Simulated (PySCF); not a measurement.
# Electron correlation in Se- (selenium, charge -1)

[Ar] 3d10 4s2 4p5, 2P determinant. Computed with PySCF 2.14 in def2-TZVPPD, with no relativity, point nucleus. Frozen: [Ar] 3d10; 7 electrons correlated.

| level | correlation energy (mhartree) |
| --- | --- |
| CCSD | -150.18 |
| (T) | -5.95 |
| CCSD(T) | -156.13 |

Diagnostics: T1 = 0.0099, D1 = 0.0245, largest double amplitude 0.038.

Is a single reference adequate?

Yes, within this model without spin-orbit coupling: T1 lies below 0.03 and no double amplitude reaches 0.07.
